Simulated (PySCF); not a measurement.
Chromium: a sound run and one with changed settings

Sound run: Cr [Ar] 3d5 4s1, Cr⁺ [Ar] 3d5. Computed with PySCF 2.14 in pcseg-2 (6s4p3d2f1g, 56 functions), with the non-relativistic Hamiltonian (point nucleus). The sound run starts from symmetry-adapted Hartree-Fock orbitals and uses a fine grid where one is needed.

Changed run: initial guess minao, at most 50 SCF cycles, level shift 10.0 hartree.

```
species  method  sound run (hartree)  changed run (hartree)  converged
     Cr     UHF          -1043.33354            -1043.33353         no
     Cr  M06-2X          -1044.38878            -1044.38876         no
     Cr   M06-L          -1044.37794            -1043.98695         no
    Cr⁺     UHF          -1043.11583            -1043.08187         no
    Cr⁺  M06-2X          -1044.15086            -1041.51010         no
    Cr⁺   M06-L          -1044.13170            -1044.05943         no
```

A level shift slows the SCF but leaves a converged energy unchanged.
